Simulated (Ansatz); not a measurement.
`N[SiH2]C(=O)O`, charge 0, multiplicity 1.

(1) Give a relaxed structure at PBE0-D4/def2-TZVP (Ansatz). (Best estimate.)

Results:

(1) Ansatz gave: 
```xyz
10

N     1.638    0.647    0.439
Si    0.632   -0.658   -0.010
C    -1.240   -0.300   -0.296
O    -2.009   -1.168   -0.618
O    -1.634    0.975   -0.115
H     1.579    1.038    1.365
H     1.885    1.352   -0.236
H     1.095   -1.211   -1.304
H     0.643   -1.677    1.066
H    -2.589    1.002   -0.292
```
Point group Cs.
This is one stationary point; other conformers may exist.
